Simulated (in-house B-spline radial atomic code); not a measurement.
A fraction x of an electron is removed from 3p in Cu2+, starting from [Ar] 3d9 and keeping the highest spin. Method: non-relativistic r2SCAN0, spin-polarised, spherical fractional occupations, point nucleus. Calculated with an all-electron radial atomic-structure program (B-spline basis).

Caution: exact exchange at fractional occupations of open shells leaves self-interaction of up to several eV.

```csv
x,E(x) - E(0) (eV),3p down level (eV)
0,0.0000,-102.710
0.09,9.3110,-104.206
0.17,17.7013,-105.553
0.29,?,?
0.38,40.2452,-109.169
0.5,53.4720,-111.282
0.51,54.5857,-111.459
0.68,73.7922,-114.510
0.84,92.3471,-117.434
0.92,?,?
1,111.3738,-120.407
```

Q: What belongs in the row x = 0.29?

A: An energy change of 30.4905 eV; 3p down at -107.606 eV.

Q: What belongs in the row x = 0.92?

A: An energy change of 101.8010 eV; 3p down at -118.915 eV.

Q: Check Janak's theorem between x = 0.09 and 0.17.

A: The slope of the energy is 104.88 eV; the orbital levels give 104.88 eV (-ε of the emptying orbital, averaged over the two points).
